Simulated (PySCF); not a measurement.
# One molecule, several mistakes: CGeH8Si2

All numbers below are calculated, not measured. The program is PySCF 2.14.0, an open-source quantum chemistry code, run on an isolated molecule that a program drew, which may never have been made. The molecule is CGeH8Si2 (charge 0, singlet), drawn as the SMILES string `[SiH3][SiH]=[CH][GeH3]`.

Each row is a Hartree-Fock (HF) and frozen-core CCSD(T) single point in the cc-pV(D+d)Z basis, meant for a local HF minimum. Run 1 is clean. Each other run has one planted mistake out of seven kinds, and not every kind appears here: one electron removed, one electron added, multiplicity raised by two, geometry at a saddle point, minimal basis STO-3G, one bond length entered in bohr, all coordinates scaled. The reference is restricted for singlets and unrestricted otherwise, and also for a bond in bohr. Adding or removing an electron swaps singlet and doublet. Electrons count all cores. HOMO and LUMO are orbital energies over both spins, the gradient is its largest component, and the lowest frequency (negative if imaginary) is given only where the gradient is small. Bond lengths are over the 11 bonds as drawn. T1 is the CCSD diagnostic: over 0.02 (restricted) or 0.045 (unrestricted) a single reference is doubtful. Germanium has the cc-pVDZ-PP basis, with a core potential (ECP10MDF) in place of its 10 inner electrons, and its 3s, 3p and 3d shells are frozen in CCSD(T).

Geometry of the clean run:
```xyz
12
CGeH8Si2, angstrom
Si    2.2078   -1.2245    1.7894
Si    0.0296   -2.1389    1.8326
C    -1.4092   -1.2466    1.6600
Ge   -1.5586    0.6650    1.3890
H     2.3336   -0.1377    2.7842
H     2.5214   -0.6992    0.4422
H     3.1620   -2.3080    2.1228
H    -0.0315   -3.6044    2.0251
H    -2.3503   -1.7916    1.6999
H    -2.2830    0.9831    0.0731
H    -0.1549    1.2870    1.3334
H    -2.3410    1.3317    2.5296
```

```
run,electrons,basis functions,<S^2>,HOMO (eV),LUMO (eV),gradient (hartree/bohr),lowest frequency (cm^-1),mean bond (Å),longest bond (Å),T1,HF (hartree),CCSD(T) (hartree),mistake
1,74,123,0.000,-8.61,1.52,1.9e-05,26,1.6014,2.363,0.0145,-913.70848,-914.23646,no fault
2,75,123,0.775,-0.19,7.53,5.5e-02,-,1.6014,2.363,0.0151,-913.68278,-914.21954,one electron added
3,74,123,2.031,-6.37,0.27,1.1e-01,-,1.6014,2.363,0.0139,-913.64826,-914.13720,multiplicity raised by two
4,73,123,0.758,-16.09,-6.15,5.5e-02,-,1.6014,2.363,0.0185,-913.44778,-913.92650,?
5,74,123,1.677,-8.28,1.01,1.6e-02,-,1.7391,3.216,0.0300,-913.56308,-914.04041,?
```

**Which mistake was planted in run 4, and what did it cost?**

It counts 73 electrons, one fewer than the clean run, at the same geometry and basis. So the mistake is: one electron removed. Subtracting run 1 and multiplying by 627.51 kcal/mol a hartree, the energy moved by 163.6 kcal/mol in HF and 194.5 kcal/mol in CCSD(T).

**Which mistake was planted in run 5, and what did it cost?**

The mean bond changes by a factor of 1.086 and the longest by 1.361, so the molecule wasn't scaled as a whole. A length L in bohr read as angstrom grows by (1/0.5292 - 1) L = 0.890 L. The 11 bonds together grew by 11 x 0.1377 = 1.515 Å, which gives L = 1.702 Å. That is bond Si2-C3, 1.702 Å in the clean geometry. So the mistake is: one bond length entered in bohr. Subtracting run 1 and multiplying by 627.51 kcal/mol a hartree, the energy moved by 91.2 kcal/mol in HF and 123.0 kcal/mol in CCSD(T).

Cautions from the logs. Run 2: the added electron raises the CCSD(T) energy, so it isn't bound in this basis.
